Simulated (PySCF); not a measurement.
Molfile (atoms numbered from 1):
```
C6H5N3
     RDKit          3D

 14 14  0  0  0  0  0  0  0  0999 V2000
    3.3233   -1.8495   -0.2539 N   0  0  0  0  0  0  0  0  0  0  0  0
    2.3840   -1.1812   -0.1362 C   0  0  0  0  0  0  0  0  0  0  0  0
    1.2246   -0.3493    0.0106 C   0  0  0  0  0  0  0  0  0  0  0  0
    1.3669    1.0317    0.2214 C   0  0  0  0  0  0  0  0  0  0  0  0
    0.1969    1.7702    0.3556 C   0  0  0  0  0  0  0  0  0  0  0  0
   -1.0247    1.2536    0.2987 N   0  0  0  0  0  0  0  0  0  0  0  0
   -1.1604   -0.0605    0.0929 C   0  0  0  0  0  0  0  0  0  0  0  0
   -2.4312   -0.5360    0.0066 N   0  0  0  0  0  0  0  0  0  0  0  0
   -0.0458   -0.9134   -0.0582 C   0  0  0  0  0  0  0  0  0  0  0  0
    2.3496    1.4983    0.2790 H   0  0  0  0  0  0  0  0  0  0  0  0
    0.2537    2.8516    0.5237 H   0  0  0  0  0  0  0  0  0  0  0  0
   -2.6126   -1.5262    0.0583 H   0  0  0  0  0  0  0  0  0  0  0  0
   -3.1730    0.1013    0.2606 H   0  0  0  0  0  0  0  0  0  0  0  0
   -0.1707   -1.9834   -0.2291 H   0  0  0  0  0  0  0  0  0  0  0  0
  1  2  3  0
  2  3  1  0
  3  4  2  0
  4  5  1  0
  5  6  2  0
  6  7  1  0
  7  8  1  0
  7  9  2  0
  9  3  1  0
  4 10  1  0
  5 11  1  0
  8 12  1  0
  8 13  1  0
  9 14  1  0
M  END
```

PySCF calculation with J: B3LYP/pcJ-1 (without the spin–dipole term), shielding tensors at PBE0/pcSseg-1 (GIAO) and PBE0-D3(BJ)/def2-SVP geometry; gas phase, no relativistic terms, fast rotation and ring inversion assumed for equivalent nuclei, a single conformation.

δ = σ(ref) − σ, references computed at the same level: 1H (σ = 31.27 ppm) against TMS.

The spectrum was simulated from the full spin Hamiltonian at 500 MHz with 0.8 Hz Lorentzian lines, from shifts rounded to 0.01 ppm and J to 0.1 Hz, couplings under 1 Hz left out. Exchangeable protons (2H) are left uncoupled and out of the list.

Task: List the maxima of its 1H spectrum with integrals.

Result: 
Maxima in Hz from TMS (height), grouped by integral:
1H: 4153.4 (51), 4152.4 (51), 4147.7 (52), 4146.7 (52)
1H: 3333.4 (51), 3332.3 (51), 3327.7 (50), 3326.6 (51)
1H: 3176.0 (59), 3175.0 (100), 3174.0 (58)

Task: Summarise it as multiplets with assignments.

Result: 1H NMR (500 MHz, computed): δ 8.30 (dd, J = 5.7, 1.0 Hz, 1H, H11), 6.66 (dd, J = 5.7, 1.1 Hz, 1H, H10), 6.35 (t, J = 1.0 Hz, 1H, H14), 4.15 (br s, 2H, H12/H13). These are first-order names; overlap and second-order distortion can hide them in the list.

OH and NH positions are those of a molecule without intermolecular hydrogen bonds; in solution they move with solvent, concentration and temperature, and exchange usually removes their couplings. Splittings below 1 Hz are ignored in the labels, and close J values are merged. Unscaled 3J(H,H) at this level run about 10 % above measured values.
